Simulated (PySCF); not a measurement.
Polarisability and C₆ of Ni²⁺ (nickel, charge +2)

[Ar] 3d8, high-spin 3F determinant. Computed with PySCF 2.14 in aug-cc-pwCVTZ-DK, with the spin-free X2C one-electron Hamiltonian (Gaussian nucleus). Coupled (time-dependent) response in atomic units; α is the mean over directions.

```tsv
method	mean α (bohr³)	C₆ (like pair)	S(−4)
UHF	2.665	7.357	3.047
PBE	3.415	9.648	6.568
```

S(−4) is the Cauchy moment in α(ω) = α(0) + S(−4) ω² + …

α(iu) at UHF:

```
u (hartree)  α(iu) (bohr³)
          0          2.665
     0.0500          2.658
      0.100          2.636
      0.200          2.553
      0.300          2.435
      0.500          2.162
      0.750          1.847
       1.00          1.590
       1.50          1.214
       2.00         0.9552
       3.00         0.6353
       5.00         0.3396
```

A single London oscillator, α(iu) = α/(1 + u²/ω²), gives C₆ = (3/4) ω α². Matching the computed C₆ needs ω = 4 × 7.357 / (3 × 2.665²) = 1.38 hartree.

For an ion, C₆ is the dispersion term alone; charge-induced terms of lower order in 1/R come first.
